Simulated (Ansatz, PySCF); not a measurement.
C2H5NOSi. Atoms are numbered in the order given.

```xyz
10

N     -0.3326    -2.8634     0.0000
C      0.1976    -1.8321     0.0000
C      0.8017    -0.5104     0.0000
Si    -0.5041     0.8685     0.0000
O      0.4071     2.2641     0.0000
H      1.4444    -0.3881    -0.8878
H      1.4444    -0.3881     0.8878
H     -1.3545     0.7442     1.2168
H     -1.3545     0.7442    -1.2168
H     -0.0470     3.1144     0.0000
```
Charge 0, spin multiplicity 1.

Geometry: B3LYP-D3(BJ)/def2-SVP. The structure was generated by enumeration, and PubChem lists no compound with its InChIKey, so it may never have been made. The values are those of a single conformer.

Vertical ionisation energy (IE) and electron affinity (EA) in eV. Rows of orbital energies are one-electron estimates. Where ΔSCF, EOM or ADC give a negative EA the extra electron is unbound and the value depends on the basis.

```json
[
 {"level": "−ε(HOMO), −ε(LUMO), r2SCAN/def2-TZVP (PySCF)", "IE": "7.82", "EA": "0.70"},
 {"level": "−ε(HOMO), −ε(LUMO), PBE/def2-TZVP (PySCF)", "IE": "(withheld)", "EA": "(withheld)"},
 {"level": "ΔSCF, PBE0/def2-SVPD (Ansatz), final states of multiplicity 2 and 2", "IE": "11.05", "EA": "-0.94"},
 {"level": "ΔSCF, PBE/def2-SVPD (Ansatz), final states of multiplicity 2 and 2", "IE": "10.56", "EA": "-0.78"}
]
```

What belongs in the gaps? (The exact figures need the calculation; the answer reports its results.)


- −ε(HOMO), −ε(LUMO), PBE/def2-TZVP (PySCF), IE: 7.56
- −ε(HOMO), −ε(LUMO), PBE/def2-TZVP (PySCF), EA: 1.16

What vertical singlet–triplet gap does ΔSCF give with PBE0/def2-SVPD (Ansatz, an electronic-structure program) and with PBE/def2-SVPD (Ansatz)? (Estimate from the structure and the level; the computed values follow.)

6.35 and 6.28 eV (triplet above singlet where positive).
